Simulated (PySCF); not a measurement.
# Two-dimensional NMR puzzle

Compound of formula C8H13NO. Correlations simulated from computed shifts and the bond graph:

HSQC (one-bond C–H):
```csv
δH,δC
7.01,125.3
3.04,36.0
2.74,33.5
2.43,26.1
2.39,36.0
2.07,33.5
1.91,24.3
1.18,24.7
```

COSY cross peaks (H two or three bonds apart, from the bond graph; peaks can be absent where the dihedral angle is near 90°):
```csv
δH,δH
7.01,5.84
3.04,2.43
3.04,2.39
2.74,2.43
2.74,2.07
2.43,2.39
2.43,2.07
2.43,1.18
```

HMBC (two and three bonds, from the bond graph):
```csv
δH,δC
7.01,"165.3, 115.8, 36.0, 33.5"
5.84,"165.3, 125.3, 115.8, 24.3"
3.04,"125.3, 115.8, 33.5, 26.1, 24.7"
2.74,"125.3, 115.8, 36.0, 26.1, 24.7"
2.43,"115.8, 36.0, 33.5, 24.7"
2.39,"125.3, 115.8, 33.5, 26.1, 24.7"
2.07,"125.3, 115.8, 36.0, 26.1, 24.7"
1.91,165.3
1.18,"36.0, 33.5, 26.1"
```

Carbons without hydrogens: δ 165.3, 115.8.

- shieldings: GIAO PBE0/pcSseg-1
- coordinates at the GFN2-xTB level
- run in PySCF 2.14
- averaged over atoms made equivalent by symmetry, fast rotation or ring inversion, one conformer, no solvent, non-relativistic

Scale: ¹H, ¹³C against TMS (reference shieldings calculated alike).

Exchangeable hydrogens are left out of these lists.

**Question.** Assemble the structure.

**Answer.** `CC(=O)NC=C1CC(C)C1`.

Structure with atom numbers: `[CH3:1][C:2](=[O:3])[NH:4][CH:5]=[C:6]1[CH2:7][CH:8]([CH3:9])[CH2:10]1`; H(Xn) means a hydrogen on atom n. Ha(C7), Ha(C10) are cis to C9 on the ring; Hb(C7), Hb(C10) are trans to C9 on the ring.

- δC 165.3 is C2, an amide carbonyl carbon.
- δC 125.3 is C5, an alkene carbon bearing nitrogen (δH 7.01).
- δC 115.8 is C6, a β carbon of an enol-ether or enamine type C=C.
- δC 36.0 is C10, an allylic sp3 CH2 (δH 3.04, 2.39).
- δC 33.5 is C7, an allylic sp3 CH2 (δH 2.74, 2.07).
- δC 26.1 is C8, an sp3 CH in a ring (δH 2.43).
- δC 24.7 is C9, a methyl carbon (δH 1.18).
- δC 24.3 is C1, a methyl carbon α to a carbonyl (δH 1.91).
- HMBC from δH 7.01 reaches the proton-free carbons C2, C6.
- HMBC from δH 3.04 reaches the proton-free carbon C6.
- HMBC from δH 2.74 reaches the proton-free carbon C6.
- HMBC from δH 2.43 reaches the proton-free carbon C6.
- COSY links 7.01–5.84, 3.04–2.43, 3.04–2.39, 2.74–2.43, 2.74–2.07, 2.43–2.39.

The shifts were computed for this structure.

The OH or NH signal is concentration- and solvent-dependent in practice; the value given is the gas-phase one. Shifts are as computed. Against solution values, carbons near 30 ppm lie about +3 ppm off and those near 130 ppm about +5 ppm. Of 1211 compounds with measured shifts, 218 miss one by over three times the rms of a fit or turn the order of signals round; such compounds aren't used in these exercises. Hydrogen bonding in solution deshields acid and N–H amide carbonyl carbons by as much as 10 ppm beyond these values.
